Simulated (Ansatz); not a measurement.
`C[O][Zn][Cl]` + H₂ → `C[O][ZnH]` + HCl at 400 K and 1 bar (hydrogenolysis of a Zn–Cl bond).

Program: Ansatz. Geometries: PBE0-D4/def2-TZVP. ΔE: electronic, gas phase. CBS: MP2 limit from def2 TZ/QZ plus the TZ coupled-cluster correction, frozen cores. This one scheme is used for every species. For Zn outer-core shells are correlated without core-valence functions, which leaves a few kJ/mol of doubt a bond. Scalar relativity is left out up to krypton. Each species was taken in one conformer, which may not be the lowest.

| species | CCSD(T)/CBS energy (Eh) | H − E (kJ/mol) | S (J/(mol·K)) |
| --- | --- | --- | --- |
| `C[O][Zn][Cl]` | -2353.24457 | 138.5 | 359.5 |
| H₂ | -1.17544 | 38.0 | 139.0 |
| `C[O][ZnH]` | -1893.99751 | 147.6 | 321.6 |
| HCl | -460.38127 | 29.6 | 195.4 |

H − E and S are ideal-gas, rigid-rotor, harmonic terms from PBE0-D4/def2-TZVP, for one conformer and one mirror image of each species. The MP2-based limit puts H₂ 0.8 mEh under its directly extrapolated value; such offsets cancel only in part. 1 Eh = 2625.50 kJ/mol, R = 8.31446 J/(mol·K).

By hand: ΔE, ΔH, ΔS and ΔG.

ΔE = (-1893.99751) + (-460.38127) − (-2353.24457) − (-1.17544) = 0.04123 Eh = 108.2 kJ/mol. Δ(H − E) = 147.6 + 29.6 − 138.5 − 38.0 = 0.7, so ΔH = 108.9 kJ/mol. ΔS = 321.6 + 195.4 − 359.5 − 139.0 = 18.5 J/(mol·K). ΔG = 108.9 − 400 × (18.5)/1000 = 101.5 kJ/mol.

By hand: the equilibrium constant, and the temperature at which ΔG would vanish if ΔH and ΔS stayed fixed.

log₁₀ K = −ΔG/(RT ln 10) = -13.3. ΔG = 0 at ΔH/ΔS = 5886 K, far beyond where these terms or the molecules hold.

ΔH outweighs TΔS. A doubt of 5 kJ/mol in ΔE shifts log₁₀ K by 0.7 here. Other conformers and mirror images would add mixing entropy, several J/(mol·K) or more a flexible species. These are equilibria of isolated gas molecules and say nothing of rates. Largest T1 diagnostic: 0.017 (customary marks: 0.02 for closed shells, 0.045 for open ones).
